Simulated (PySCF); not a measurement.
C3H11NSi. Atoms are numbered in the order given.

```xyz
16

Si     1.8250     0.3634     0.2357
N      0.4098    -0.6183     0.0322
C     -0.9712    -0.2145     0.2415
C     -1.1915     1.2057    -0.2576
C     -1.9053    -1.1937    -0.4552
H      1.9168     1.0643     1.5625
H      1.9380     1.4239    -0.8122
H      2.9825    -0.5730     0.1140
H      0.5540    -1.6123     0.1743
H     -1.2218    -0.2251     1.3248
H     -2.2320     1.5191    -0.0881
H     -0.5441     1.9278     0.2669
H     -0.9756     1.2751    -1.3355
H     -2.9596    -0.9298    -0.2818
H     -1.7153    -1.1956    -1.5400
H     -1.7532    -2.2194    -0.0820
```

Coordinates come from a PBE0-D3(BJ)/def2-SVP optimisation. The values are those of a single conformer.

These are PBE/pcSseg-1 run with PySCF values and carry that method's errors.

GIAO shieldings, no solvent; atoms listed in one row are averaged. δ = σ(ref) − σ: ²⁹Si against TMS (σ = 335.4 ppm); ¹⁵N against NH3 (σ = 267.0 ppm); ¹³C against TMS (σ = 182.0 ppm); ¹H against TMS (σ = 31.49 ppm), references at their B3LYP-D3(BJ)/def2-TZVP geometries, non-relativistic.

| nucleus | atoms | count | δ (ppm) |
|---|---|---|---|
| ²⁹Si | Si1 | 1 | -63.9 |
| ¹⁵N | N2 | 1 | 46.1 |
| ¹³C | C3 | 1 | 50.8 |
| ¹³C | C5 | 1 | 31.6 |
| ¹³C | C4 | 1 | 26.9 |
| ¹H | H6, H7, H8 | 3 | 5.07 |
| ¹H | H10 | 1 | 3.72 |
| ¹H | H11, H12, H13 | 3 | 1.47 |
| ¹H | H14, H15, H16 | 3 | 1.32 |
| ¹H | H9 | 1 | 0.17 |
